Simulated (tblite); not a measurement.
C6H14OSi.
SMILES with atom numbers: `[CH3:1][CH:2]([CH3:3])[CH2:4][C@@H:5]1[CH2:6][O:7][SiH2:8]1` (hydrogens: H9, H10, H11 on C1; H12 on C2; H13, H14, H15 on C3; H16, H17 on C4; H18 on C5; H19, H20 on C6; H21, H22 on Si8)

Computed with GFN2-xTB (tblite), gas phase: L-BFGS steps from a force-field or distance-geometry start until the largest atomic force falls under 0.01 eV/Å.

Geometry at step 26:
```
atom  x, y, z in Å
C1      2.2758    1.4607   -0.3554
C2      1.3729    0.2190   -0.3375
C3      1.5221   -0.5427    0.9825
C4     -0.0894    0.6141   -0.6057
C5     -1.0618   -0.5472   -0.4560
C6     -2.5085   -0.3113   -0.9090
O7     -3.2137   -0.8196    0.2308
Si8    -1.8939   -1.0578    1.1979
H9      1.8939    2.2170    0.3320
H10     3.2894    1.1890   -0.0560
H11     2.3221    1.8875   -1.3583
H12     1.7123   -0.4489   -1.1391
H13     1.1438   -1.5599    0.8925
H14     2.5742   -0.5957    1.2559
H15     0.9755   -0.0421    1.7778
H16    -0.3763    1.4176    0.0758
H17    -0.1503    1.0206   -1.6224
H18    -0.6620   -1.4170   -0.9750
H19    -2.8137   -0.8736   -1.7964
H20    -2.7680    0.7429   -1.0305
H21    -1.7825   -2.4507    1.6116
H22    -1.7722   -0.0827    2.2834
```

Question: What forces act on the atoms?

Answer: 
```csv
atom,Fx (eV/Å),Fy (eV/Å),Fz (eV/Å)
C1,-0.102,-0.119,0.010
C2,0.026,-0.026,0.027
C3,0.015,0.068,-0.044
C4,0.076,-0.008,0.034
C5,0.034,-0.131,-0.022
C6,-0.058,0.000,0.038
O7,-0.043,0.054,0.026
Si8,0.089,0.086,-0.030
H9,0.097,-0.081,-0.064
H10,-0.112,0.080,-0.036
H11,-0.060,0.001,0.121
H12,-0.071,0.028,-0.026
H13,-0.008,0.119,0.024
H14,-0.031,-0.029,0.040
H15,0.069,0.007,0.010
H16,0.011,0.023,0.064
H17,-0.051,-0.067,0.024
H18,0.081,-0.043,-0.139
H19,0.013,0.097,0.057
H20,0.069,-0.030,-0.078
H21,0.016,0.041,0.017
H22,-0.060,-0.067,-0.052
```

The largest, 0.17 eV/Å, acts on H18; the rms over all components is 0.062 eV/Å. The forces sum to zero within rounding, as they must for an isolated molecule in no field.

Question: Give the force on H18 in Eh/bohr and in nN.

Answer: 0.167 eV/Å ÷ 51.422 = 0.00324 Eh/bohr, and 0.167 eV/Å × 1.602 = 0.27 nN.

Question: How far is this geometry from the end of the optimisation?

Answer: 0.065 eV above it, and 0.206 Å rms away after alignment. The bonds farthest from their final lengths, with half the difference of the two atoms' forces along the bond (positive lengthens):

```
   bond  now (Å)  final (Å)  force along bond (eV/Å)
  C1–C2    1.535      1.528                    -0.08
Si8–H22    1.464      1.458                    -0.07
  C2–C4    1.538      1.532                    -0.02
  C2–C3    1.531      1.526                    -0.05
 C5–Si8    1.921      1.915                    -0.04
 C1–H10    1.091      1.088                    -0.04
```

The angle farthest from its final value is Si8–C5–H18, 110.9° against 115.4°.

The cost below is that of the whole relaxation. Hardware: an Arm Neoverse N1 with one thread, shared host with 64 logical CPUs at a one-minute load of 61. Cost: 1.8 s wall.
